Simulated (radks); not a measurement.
Isoelectronic series with 6 electrons, all held in the configuration [He] 2s2 2p2, which need not be the ground one along the series. Method: scalar-relativistic Kohn-Sham, PBEsol, spin-unpolarised, spherical densities, finite nucleus; Fermi nuclear charge, rms radius of each element as measured or else 0.836 A^(1/3) + 0.57 fm; computed with a radial shooting solver on a logarithmic mesh with Libxc functionals. Total energies (hartree) and mean radii <r> (bohr):

ion,E (hartree),2p,2s,1s
C,-37.59336,1.800,1.576,0.2713
F3+,-95.10844,0.8287,0.8778,0.1763
Mg6+,-179.81250,0.5487,0.6080,0.1304
P9+,-291.79984,0.4111,0.4650,0.1033
Ar12+,-431.22750,0.3289,0.3762,0.08542
Sc15+,-598.29774,0.2740,0.3157,0.07277
Cr18+,-793.25631,0.2348,0.2717,0.06332
Co21+,-1016.39330,0.2053,0.2382,0.05599
Zn24+,-1268.04523,0.1823,0.2119,0.05013
As27+,-1548.59705,0.1639,0.1907,0.04535
Kr30+,-1858.48629,0.1487,0.1732,0.04135
Mo36+,-2568.30171,0.1254,0.1458,0.03506
Rh39+,-2969.39417,0.1162,0.1350,0.03253
Cd42+,-3402.16345,0.1081,0.1255,0.03031
Sb45+,-3867.37197,0.1011,0.1171,0.02834
